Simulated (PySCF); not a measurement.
## Interval between two levels of Zr⁺ by level of theory

Zr⁺ [Kr] 4d2 5s1 [4F9/2, M_J = 9/2] → Zr⁺ [Kr] 4d2 5p1 [4G11/2, M_J = 11/2], as a difference of total energies. Computed with PySCF 2.14 in x2c-TZVPall-2c with one added diffuse shell each of s, p, d type (9s10p8d1f, 86 functions), with the two-component X2C-1e Hamiltonian. Correlated levels: [Ar] 3d10 frozen; the 6 highest virtual spinors dropped. "Screened" scales the spin-orbit matrix elements by Boettger's factors to mimic the two-electron term; Breit and QED terms are absent.

```tsv
method	interval between two levels (cm⁻¹)
GHF (spin-free)	27106
GMP2 (spin-free)	29278
GHF (screened spin-orbit)	27553
GMP2 (screened spin-orbit)	29760
```

The spin-free rows relax to the high-spin LS determinant and lack the spin-orbit shift.

Errors of the correlated levels include the incompleteness of this basis and the frozen core.

The labels give the starting determinants; with spin-orbit coupling the two ends relaxed to ⟨J²⟩ = 24.76, ⟨L²⟩ = 12.02, ⟨S²⟩ = 3.76 and ⟨J²⟩ = 35.76, ⟨L²⟩ = 20.02, ⟨S²⟩ = 3.76.

For comparison: 29473 cm⁻¹ (measured; NIST Handbook of Basic Atomic Spectroscopic Data (Sansonetti and Martin, J. Phys. Chem. Ref. Data 34, 1559 (2005))).
